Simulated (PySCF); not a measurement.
## Basis-set dependence of population analyses: `CBOCC`

C3H9BO.
SMILES with atom numbers: `[CH3:1][BH:2][O:3][CH2:4][CH3:5]` (hydrogens: H6, H7, H8 on C1; H9 on B2; H10, H11 on C4; H12, H13, H14 on C5)

PBE0 throughout (PySCF), one geometry, spherical d and f functions. The structure is a single PBE0-D3(BJ)/def2-SVP conformer in the gas phase; no vibrational or solvent corrections. Atoms taken as equivalent share a column and are averaged. The first 7 of 9 kinds of atom are listed.

Mulliken charges (e):

```json
{"basis": "STO-3G", "functions": "34", "C1": "-0.341", "B2": "+0.249", "O3": "-0.230", "C4": "-0.032", "C5": "-0.238", "H6/H7/H8": "+0.075", "H9": "-0.078"}
{"basis": "6-31G", "functions": "63", "C1": "-0.727", "B2": "+0.491", "O3": "-0.514", "C4": "-0.071", "C5": "-0.495", "H6/H7/H8": "+0.173", "H9": "-0.075"}
{"basis": "pcSseg-0", "functions": "63", "C1": "-1.039", "B2": "+0.621", "O3": "-0.627", "C4": "-0.158", "C5": "-0.667", "H6/H7/H8": "+0.235", "H9": "-0.033"}
{"basis": "6-31G*", "functions": "88", "C1": "-0.717", "B2": "+0.348", "O3": "-0.377", "C4": "-0.076", "C5": "-0.541", "H6/H7/H8": "+0.181", "H9": "-0.067"}
{"basis": "cc-pVDZ", "functions": "115", "C1": "-0.166", "B2": "+0.054", "O3": "-0.153", "C4": "+0.092", "C5": "-0.108", "H6/H7/H8": "+0.050", "H9": "-0.102"}
{"basis": "def2-SVP", "functions": "115", "C1": "-0.178", "B2": "+0.066", "O3": "-0.224", "C4": "+0.137", "C5": "-0.111", "H6/H7/H8": "+0.058", "H9": "-0.096"}
{"basis": "pcSseg-1", "functions": "130", "C1": "-0.534", "B2": "+0.390", "O3": "-0.466", "C4": "+0.026", "C5": "-0.309", "H6/H7/H8": "+0.129", "H9": "-0.084"}
{"basis": "6-311+G(2d,p)", "functions": "189", "C1": "-0.690", "B2": "+0.546", "O3": "-0.386", "C4": "-0.139", "C5": "-0.503", "H6/H7/H8": "+0.156", "H9": "-0.026"}
{"basis": "aug-cc-pVDZ", "functions": "196", "C1": "+0.570", "B2": "+0.086", "O3": "-0.624", "C4": "+1.051", "C5": "+0.341", "H6/H7/H8": "-0.273", "H9": "+0.353"}
{"basis": "def2-TZVP", "functions": "209", "C1": "-0.444", "B2": "+0.118", "O3": "-0.234", "C4": "-0.018", "C5": "-0.361", "H6/H7/H8": "+0.133", "H9": "-0.031"}
{"basis": "IGLO-III", "functions": "265", "C1": "-0.541", "B2": "+0.485", "O3": "-0.375", "C4": "-0.050", "C5": "-0.350", "H6/H7/H8": "+0.118", "H9": "-0.102"}
{"basis": "cc-pVTZ", "functions": "276", "C1": "-0.354", "B2": "+0.101", "O3": "-0.179", "C4": "+0.032", "C5": "-0.290", "H6/H7/H8": "+0.098", "H9": "-0.060"}
{"basis": "pcSseg-2", "functions": "306", "C1": "-0.180", "B2": "+0.373", "O3": "-0.481", "C4": "+0.189", "C5": "-0.052", "H6/H7/H8": "+0.039", "H9": "-0.110"}
```

IAO charges (e):

```csv
basis,functions,C1,B2,O3,C4,C5,H6/H7/H8,H9
STO-3G,34,-0.536,+0.194,-0.222,-0.114,-0.403,+0.138,-0.027
6-31G,63,-0.593,+0.251,-0.344,-0.068,-0.438,+0.160,-0.031
pcSseg-0,63,-0.584,+0.239,-0.332,-0.063,-0.434,+0.158,-0.034
6-31G*,88,-0.581,+0.281,-0.360,-0.035,-0.421,+0.154,-0.041
cc-pVDZ,115,-0.579,+0.267,-0.353,-0.034,-0.419,+0.154,-0.038
def2-SVP,115,-0.570,+0.268,-0.351,-0.029,-0.409,+0.151,-0.041
pcSseg-1,130,-0.581,+0.273,-0.361,-0.035,-0.418,+0.154,-0.038
"6-311+G(2d,p)",189,-0.597,+0.278,-0.367,-0.039,-0.431,+0.159,-0.037
aug-cc-pVDZ,196,-0.593,+0.273,-0.363,-0.038,-0.429,+0.158,-0.036
def2-TZVP,209,-0.598,+0.281,-0.368,-0.037,-0.432,+0.159,-0.037
IGLO-III,265,-0.599,+0.280,-0.368,-0.039,-0.433,+0.160,-0.037
cc-pVTZ,276,-0.599,+0.280,-0.366,-0.038,-0.433,+0.159,-0.038
pcSseg-2,306,-0.598,+0.282,-0.368,-0.037,-0.432,+0.159,-0.038
```

Hirshfeld charges (e):

```tsv
basis	functions	C1	B2	O3	C4	C5	H6/H7/H8	H9
STO-3G	34	-0.113	+0.136	-0.113	+0.078	-0.041	+0.015	-0.094
6-31G	63	-0.176	+0.166	-0.163	+0.033	-0.102	+0.040	-0.077
pcSseg-0	63	-0.186	+0.167	-0.145	+0.034	-0.104	+0.040	-0.082
6-31G*	88	-0.176	+0.168	-0.155	+0.029	-0.103	+0.040	-0.078
cc-pVDZ	115	-0.193	+0.170	-0.136	+0.019	-0.114	+0.042	-0.079
def2-SVP	115	-0.198	+0.176	-0.143	+0.021	-0.116	+0.043	-0.079
pcSseg-1	130	-0.200	+0.188	-0.153	+0.017	-0.119	+0.042	-0.075
6-311+G(2d,p)	189	-0.197	+0.190	-0.165	+0.011	-0.118	+0.043	-0.071
aug-cc-pVDZ	196	-0.205	+0.187	-0.159	+0.007	-0.126	+0.045	-0.069
def2-TZVP	209	-0.200	+0.187	-0.159	+0.010	-0.121	+0.044	-0.071
IGLO-III	265	-0.204	+0.190	-0.160	+0.007	-0.126	+0.045	-0.069
cc-pVTZ	276	-0.202	+0.186	-0.154	+0.011	-0.123	+0.044	-0.073
pcSseg-2	306	-0.206	+0.191	-0.161	+0.007	-0.127	+0.045	-0.070
```

Some averages cover members that differ in this geometry, most widely: H6/H7/H8, Mulliken in aug-cc-pVDZ -0.321 to -0.232 e.

Which scheme is steadiest as the basis changes?

Largest range over the bases for any column: Hirshfeld 0.09 e, IAO 0.15 e, Mulliken 1.61 e. Hirshfeld charges move least and Mulliken charges most, counted in e. Without the minimal STO-3G basis the ranges are Hirshfeld 0.03, IAO 0.04, Mulliken 1.61 e.

How much do the charges still move between the two largest bases, cc-pVTZ and pcSseg-2?

At most, over all atoms: Mulliken 0.301 e, IAO 0.002 e, Hirshfeld 0.007 e.

What do the same runs give for the total energy, the frontier levels and the dipole moment?

```tsv
basis	energy (Eh)	HOMO (eV)	LUMO (eV)	μ (D)
STO-3G	-216.8650	-5.74	3.84	1.55
6-31G	-219.5238	-8.05	0.67	1.32
pcSseg-0	-219.0895	-8.24	0.47	1.56
6-31G*	-219.5826	-8.07	0.76	1.12
cc-pVDZ	-219.5972	-8.15	0.50	1.09
def2-SVP	-219.4291	-8.20	0.46	1.16
pcSseg-1	-219.5631	-8.31	0.31	1.24
6-311+G(2d,p)	-219.6531	-8.31	0.07	1.12
aug-cc-pVDZ	-219.6099	-8.29	0.01	1.11
def2-TZVP	-219.6702	-8.28	0.24	1.10
IGLO-III	-219.6776	-8.30	0.13	1.10
cc-pVTZ	-219.6661	-8.27	0.29	1.09
pcSseg-2	-219.6726	-8.30	0.16	1.12
```

The dipole is fixed by the density alone, so its range of 0.47 D shows that the density itself changes with the basis, not only its division among atoms.
